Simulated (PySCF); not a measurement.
Screening by computed properties: pick the candidate that meets the target.

All species are isolated and taken at one optimised geometry, non-relativistic unless stated. Electronic properties by PySCF.

The conformers computed, where there is a choice (atom-mapped SMILES and torsion angles):
- `[CH3:1][O:2][C@@H:3]([CH3:4])[SiH2:5][Cl:6]`: C1–O2–C3–C4 71°, O2–C3–Si5–Cl6 179°
- `[CH3:1][CH2:2][CH2:3][Si@@H:4]([SiH3:5])[PH2:6]`: C1–C2–C3–Si4 -65°, C2–C3–Si4–Si5 -156°, H–P6–Si4–C3 -166°, H–P6–Si4–C3 -74°
- `[CH2:1]=[CH:2][O:3][c:4]1[cH:5][s:6][cH+:7][s:8]1`: C1–C2–O3–C4 179°, C2–O3–C4–C5 179°
- `[CH2:1]=[CH:2]/[C:3]([Cl:4])=[CH:5]/[CH:6]=[CH:7]\[Cl:8]`: C1–C2–C3–Cl4 0°, C3–C5–C6–C7 180°
- `[CH3:1][CH2:2][C@@H:3]([Cl:4])[SiH2:5][OH:6]`: C1–C2–C3–Cl4 65°, C2–C3–Si5–O6 -177°, H–O6–Si5–C3 46°
- `[N:1]#[C:2][S:3][c:4]1[cH:5][cH:6][cH:7][cH:8][cH:9]1`: C2–S3–C4–C5 -94°
- `[OH:1][CH2:2][CH2:3]/[CH:4]=[CH:5]\[F:6]`: O1–C2–C3–C4 -178°, C2–C3–C4–C5 -116°, H–O1–C2–C3 -60°
- `[CH3:1][CH2:2][CH2:3][C:4](=[O:5])[F:6]`: C1–C2–C3–C4 -71°, C2–C3–C4–O5 -7°

Task: Wanted: lowest triplet excitation (Tamm–Dancoff) above 3 eV (TDA CAM-B3LYP/def2-SVPD) and electronic spatial extent ⟨r²⟩ about the centre of nuclear charge above 1300 bohr² (CAM-B3LYP/def2-SVPD), at GFN2-xTB geometries. Which candidate meets both?
A. `CCC[Si@@H]([SiH3])P`
B. `C=COc1cs[cH+]s1`
C. `CO[C@@H](C)[SiH2]Cl`
D. `c1ccc2scnc2c1`

Result: A. Computed values:
| species | lowest triplet excitation (Tamm–Dancoff) | electronic spatial extent ⟨r²⟩ about the centre of nuclear charge |
| --- | --- | --- |
| C=COc1cs[cH+]s1 | 2.42 eV | 1448 bohr² |
| c1ccc2scnc2c1 | 3.74 eV | 1167 bohr² |
| CCC[Si@@H]([SiH3])P | 5.39 eV | 1541 bohr² |
| CO[C@@H](C)[SiH2]Cl | 6.87 eV | 1202 bohr² |

Task: Wanted: HOMO–LUMO gap below 7 eV (CAM-B3LYP/def2-SVPD) and HOMO energy above -8.8 eV (CAM-B3LYP/def2-SVPD), at GFN2-xTB geometries. Which candidate meets both?
A. `c1ccc2scnc2c1`
B. `CCC[Si@@H]([SiH3])P`
C. `C=COC1=CS[CH+]S1`
D. `[C@H](C)([SiH2]Cl)OC`
E. `Cl/C(C=C)=C\C=C/Cl`

Result: E. Computed values:
```csv
species,HOMO–LUMO gap,HOMO energy
C=COC1=CS[CH+]S1,5.94 eV,-12.49 eV
Cl/C(C=C)=C\C=C/Cl,6.63 eV,-7.64 eV
c1ccc2scnc2c1,8.02 eV,-8.14 eV
CCC[Si@@H]([SiH3])P,9.32 eV,-8.43 eV
[C@H](C)([SiH2]Cl)OC,10.21 eV,-9.09 eV
```

Task: Wanted: static isotropic polarisability between 110 au and 120 au (CAM-B3LYP/def2-SVPD) and lowest singlet excitation below 7 eV (TDDFT CAM-B3LYP/def2-SVPD), at GFN2-xTB geometries. Which candidate meets both?
A. `[C@H](C)([SiH2]Cl)OC`
B. `CCC[Si@@H]([SiH3])P`
C. `Cl/C(C=C)=C\C=C/Cl`
D. `c1ccc2scnc2c1`
E. `C=COC1=CS[CH+]S1`

Result: C. Computed values:
```csv
species,static isotropic polarisability,lowest singlet excitation
[C@H](C)([SiH2]Cl)OC,80.9 au,7.17 eV
C=COC1=CS[CH+]S1,97.0 au,3.57 eV
c1ccc2scnc2c1,101.8 au,4.99 eV
Cl/C(C=C)=C\C=C/Cl,119.0 au,4.50 eV
CCC[Si@@H]([SiH3])P,121.9 au,6.37 eV
```

Task: Wanted: smallest rotational constant below 1.3 GHz (GFN2-xTB) and dipole moment above 2 D (B3LYP/def2-SVPD), at GFN2-xTB geometries. Which candidate meets both?
A. `N#CSc1ccccc1`
B. `CC[C@@H](Cl)[SiH2]O`
C. `C(/C=C\F)CO`
D. `CCCC(=O)F`

Result: A. Computed values:
```
            species  smallest rotational constant  dipole moment
       N#CSc1ccccc1                     0.885 GHz         4.52 D
CC[C@@H](Cl)[SiH2]O                     1.084 GHz         1.39 D
        C(/C=C\F)CO                     1.425 GHz         1.22 D
          CCCC(=O)F                     1.933 GHz         3.09 D
```
